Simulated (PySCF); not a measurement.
**Stationary points of [TeF3]+**

Computed with PBE0 in PySCF with Te def2-TZVP with ECP28, F def2-TZVP; scalar-relativistic core potentials, no spin–orbit coupling; density-fitted integrals.

Relaxations began from a few typed shapes. The search is not exhaustive: other isomers or separated fragments can lie lower, and high-lying points may rest on an excited occupation.

| spin | group | bonds | angles | imaginary modes (cm⁻¹) | ΔE (kJ/mol) | ΔE with ZPE (kJ/mol) |
| --- | --- | --- | --- | --- | --- | --- |
| singlet | C3v | Te–F 1.812 Å (×3) | F–Te–F 95.3° (×3) | none | 0.0 | 0.0 |
| singlet | C2v | Te–F 1.808 Å, Te–F 1.872 Å (×2) | F–Te–F 84.4° (×2), F–Te–F 168.9° | 232i | 196.7 | – |
| singlet | D3h | Te–F 1.875 Å (×3) | F–Te–F 120.0° (×3) | 355i, 64i, 64i | 261.2 | – |

The lowest minimum found is the singlet C3v: Te–F 1.812 Å (×3); F–Te–F 95.3° (×3).

Counting electrons, tellurium keeps 2 of its valence electrons outside its bonds, so the VSEPR class is AX3E1 and the expected shape is trigonal pyramidal (C3v), as computed. The angle of 95° is close to 90°: the heavy centre bonds with nearly pure p orbitals and keeps its lone pair s-like.
